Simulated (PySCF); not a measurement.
A structure optimised at PBE0-D3(BJ)/def2-SVP, used in a PySCF frequency run:

```
Cr
O 1 1.5249
O 1 1.5249 2 108.19
F 1 1.6847 2 109.56 3 -119.38
F 1 1.6847 2 109.56 3 119.38
```

Question: Write its SMILES, formula and point group.

Answer: [O]=[Cr](=[O])([F])[F], CrF2O2, C2v

Question: What are its rotational constants (standard atomic weights)?

Answer: 4.6357, 4.1587, 3.8023 GHz
